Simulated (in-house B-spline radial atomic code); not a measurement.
RPA and G0W0 on r2SCAN: the chlorine ion Cl⁶⁺

Configuration [Ne] 3s1, highest spin, mean-field start r2SCAN. Computed with a B-spline radial code for spherical atoms: all electrons, scalar-relativistic (spin-free one-electron X2C), finite nucleus, each spin shell either full or empty, empty states to l = 9 with an (l + 1/2)⁻⁴ tail; G0W0 by contour deformation at full frequency.

Command:
```bash
python run_gw.py task.json out
```
Settings (radii: box in bohr, nucleus in fm):
```
Z                        17
electrons                11
configuration            [Ne] 3s1
hamiltonian              x2c
method                   r2scan
lmax                     9
rms_radius               3.3654
spin_polarised           True
box_radius               9.29
intervals                68
ion_configuration        [He] 2s2 2p6
```

Cost of the run: 1.5 s on 1 thread of Intel(R) Xeon(R) 6975P-C (shared host).

Energies (hartree):

| term | value |
| --- | --- |
| mean-field total | -450.75777 |
| Hartree-Fock functional on these orbitals | -450.33055 |
| direct second order | -0.72637 |
| second-order exchange | 0.27686 |
| SOSEX correction | 0.25693 |

(1) What is the RPA correlation energy, and what remains with SOSEX?

Quasi-particle levels (eV):

```csv
level,occupied,mean field,Σx - vxc,Σc,QP weight,G0W0
3s up,yes,-107.63,-6.16,?,?,?
2p down,yes,-301.75,-24.38,3.11,0.961,-323.02
2p up,yes,-302.23,-24.61,3.20,0.958,-323.65
2s down,yes,-364.57,-31.26,5.34,0.899,-390.49
3s down,no,-99.15,4.53,-2.35,0.957,-96.97
```

G0W0 = mean field + (Σx - vxc) + Σc, with Σc (partial-wave tail included) taken at the quasi-particle energy. Only the outer levels were computed.

(2) Where does G0W0 put 3s up?

(3) What does it cost to remove one electron (to [He] 2s2 2p6) by differences of total energies, each species on its own start (correlation terms add to the Hartree-Fock functional)?

## Answers

(1) RPA gives -0.66587 hartree (-1.65 eV per electron); RPA + SOSEX gives -0.40894, and the second-order doubles -0.44951 hartree (no singles). RPA lacks exchange-type terms and so overcorrelates at short range.

(2) At -115.45 eV, with Σc = -1.66 eV and a quasi-particle weight of 0.972. The tabulated removal energy is 114.201 eV (NIST, measured); the calculation leaves out spin-orbit coupling, Breit and QED terms, and what these don't explain is the method's own error.

(3) r2SCAN 114.08 eV, Hartree-Fock functional 113.69 eV, + RPA 115.10 eV, + RPA + SOSEX 114.15 eV, + second order 114.27 eV. Tabulated: 114.201 eV (NIST, measured); the calculation leaves out spin-orbit coupling, Breit and QED terms, and what these don't explain is the method's own error.
